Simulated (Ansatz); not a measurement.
Gas-phase electronic energies from Ansatz, PBE0-D4/def2-TZVP geometries. CCSD(T)/CBS is the MP2 limit (def2-TZVPP, def2-QZVPP) plus CCSD(T) − MP2 in def2-TZVPP, frozen cores. DFT in def2-TZVPP. No spin–orbit coupling; open shells (•) take unrestricted orbitals. One conformer a species, not always the lowest.

Reaction (homolysis of the C–O bond): `CCOC(F)(F)F` → `F[C](F)F`• + `CC[O]`•

| level | ΔE (eV) | difference from CCSD(T)/CBS |
| --- | --- | --- |
| LDA (SPW92) | 5.30 | 0.46 |
| revPBE-D4 | 4.27 | -0.57 |
| B97M-V | 4.58 | -0.26 |
| r2SCAN0-D4 | 4.37 | -0.47 |
| CAM-B3LYP-D4 | 4.54 | -0.30 |
| ωB97X-V | 4.66 | -0.18 |
| ωB97M-V | 4.76 | -0.08 |
| PBE0 | 4.43 | -0.41 |
| r2SCANh | 4.35 | -0.49 |
| r2SCAN0 | 4.35 | -0.49 |
| BHLYP | 4.28 | -0.56 |
| RPA@PBE/def2-TZVPP | 4.52 | -0.32 |
| HF/def2-SVP | 3.47 | -1.37 |
| CCSD(T)/def2-SVP | 4.77 | -0.07 |
| HF/def2-TZVPP | 3.25 | -1.59 |
| MP2/def2-TZVPP | 5.08 | 0.24 |
| CCSD(T)/CBS | 4.84 | 0 |

Largest T1 diagnostic among the species: 0.018.

In def2-TZVPP, CCSD(T) changes the Hartree–Fock value by +1.47 eV (the triples alone add +0.11 eV) and MP2 by +1.84 eV; breaking electron pairs costs correlation energy, which Hartree–Fock lacks. From BLYP to BHLYP (50 % exact exchange), in def2-TZVPP and without D4, ΔE moves by +0.24 eV. At CCSD(T), def2-SVP lies −0.07 eV from the extrapolated value and def2-TZVPP −0.12 eV.
